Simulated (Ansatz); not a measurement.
The cluster Mo₇⁺, relaxed as a doublet with UKS PBE-D4/def2-SVP in Ansatz, starting from the GFN2-xTB geometry. Force threshold 0.02 eV/Å.

In the def2 sets Mo takes a core potential; there is no spin–orbit coupling. The relaxation made no stability test and no search for a lower SCF solution. No other spin state of charge 1 was run. The structure comes from a short search, and lower isomers may exist.

Start:

```xyz
7

Mo   -0.186    1.630   -0.005
Mo    0.073   -1.908   -0.634
Mo    1.652   -0.218    0.387
Mo    0.505    0.902    2.328
Mo    0.759    0.232   -1.959
Mo   -1.134   -0.598    1.152
Mo   -1.669   -0.040   -1.270
```

(1) Estimate the energy that the relaxation releases and the steps that it takes.

(2) Does the start keep its bonding?

(3) Predict the relaxed structure.

Answers

(1) 129.2 kJ/mol, in 11 steps; 2.9 min on 4 threads of Arm Neoverse V2 on a shared host. No frequencies were taken in this run, so the end may be a saddle point.

(2) By distances, no bond broke or formed. The bond that changes most is Mo5–Mo7, from 2.54 to 2.31 Å (atoms count from 1). The end is the same structure that another start reached.

(3) 
```xyz
7

Mo   -0.218    1.761   -0.018
Mo    0.091   -1.893   -0.578
Mo    1.635   -0.369    0.442
Mo    0.438    0.906    2.047
Mo    0.662    0.282   -1.835
Mo   -1.057   -0.710    1.166
Mo   -1.552    0.023   -1.224
```
Bond lengths (bridged metal pairs left out): 17 × Mo–Mo 2.31 to 3.62 Å.
